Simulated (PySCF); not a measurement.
**Working out the ionisation energy of In⁺**

In⁺ [Kr] 4d10 5s2 (1S) → In²⁺ [Kr] 4d10 5s1 (2S). All numbers are calculated (PySCF 2.14, a scalar-relativistic core potential, in def2-TZVPPD with the def2 core potential (28 electrons) (7s5p4d2f, 56 functions)). Frozen: nothing. Energies in hartree (1 hartree = 27.21139 eV):

```csv
part,In⁺ (lower),In²⁺ (upper)
UHF,-189.018398,-188.393282
MP2 opposite-spin,-0.199134,-0.152850
MP2 same-spin,-0.103107,-0.087261
```

Problem. What does Hartree-Fock give?

Solution. (-188.393282) − (-189.018398) = 0.625116 hartree = 17.010 eV.

Problem. What do MP2 and SCS-MP2 (6/5 opposite-spin, 1/3 same-spin) give?

Solution. The opposite-spin parts differ by 1.259 eV and the same-spin parts by 0.431 eV. MP2: 17.010 + (1.259) + (0.431) = 18.700 eV. SCS-MP2: 17.010 + 1.2 × (1.259) + (0.431)/3 = 18.664 eV.

Measured between the centres of the two terms (NIST): 18.870 eV, so MP2 (valence and next inner shell) is off by -0.170 eV.

What remains against the reference includes basis incompleteness and correlation beyond second order.
